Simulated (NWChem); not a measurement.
C3H3Cl; SMILES C(=C)=CCl

Give the equilibrium geometry at PBE0/def2-SVP (NWChem) as an XYZ file, with the point group.

point group Cs; any orientation.
```
7

C      0.3673     2.3110     0.0000
C     -0.1628     1.1163     0.0000
C     -0.7113    -0.0708     0.0000
Cl     0.2053    -1.5444     0.0000
H      0.5983     2.8311    -0.9366
H      0.5983     2.8311     0.9366
H     -1.7946    -0.2203     0.0000
```
